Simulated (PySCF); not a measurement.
# Structure from NMR data

The spectra below were simulated for a compound C7H8FOP.

¹H NMR (400 MHz, computed): δ 6.54 (m, 1H), 6.18 (m, 1H), 5.67 (m, 1H), 5.48 (m, 1H), 4.05 (m, 1H), 3.76 (s, 3H).

¹³C{¹H} NMR (computed): δ 183.3 (C), 163.2 (C), 130.9 (CH), 125.9 (C), 123.9 (CH2), 74.2 (CH), 56.2 (CH3).

- shielding tensors at PBE/pcSseg-1 (GIAO)
- coordinates at the PBE0-D3(BJ)/def2-SVP level
- program: PySCF 2.14
- rapidly exchanging positions averaged, no relativistic terms, one conformer, no solvent

δ = σ(ref) − σ, references computed at the same level: ¹H (31.20 ppm) and ¹³C (180.03 ppm) against TMS.

Q: Deduce the structure.

A: 
1. 7 carbon signals for 7 carbons: no two carbons are equivalent.
2. Carbon types of the structure: 3 × C, 2 × CH, 1 × CH2, 1 × CH3, leaving 1 H on heteroatoms.
3. δC 183.3, 163.2, 125.9: unsaturated ring carbon.
4. δC 130.9: alkene CH; as expected for a trigonal carbon in a double bond.
5. δC 123.9: terminal =CH2 carbon; the olefinic region.
6. δC 74.2: unsaturated ring CH.
7. δC 56.2: methyl carbon bonded to O; pulled downfield by the heteroatom.
8. δH 6.54: hydrogen on an alkene CH; a vinylic proton, deshielded by the sp2 carbon and the C=C anisotropy.
9. δH 3.76: hydrogen on a methyl carbon bonded to O; its carbon carries O, which withdraws density.

Structure: SMILES C=Cc1c(OC)c[pH]c1F.

This is the structure that produced the data.

Splittings by ¹⁹F and ³¹P in the carbon and heteronuclear signals aren't shown, as no couplings were computed. Shifts are as computed. Against solution values, carbons near 30 ppm lie about +2 ppm off and those near 130 ppm about +2 ppm (rms about the fit 1.8 ppm; single classes can miss by 10 ppm). Of 1328 compounds with measured shifts, 309 miss one by over three times the rms of a fit or turn the order of signals round; such compounds aren't used in these exercises. Signals without a measured value on file couldn't be tested in this way. No couplings were computed; multiplicities are counted from neighbouring protons, with m where these are inequivalent, close in shift, in a saturated or five-membered ring or joined by F or P, and br s for small geminal =CH2 splittings.
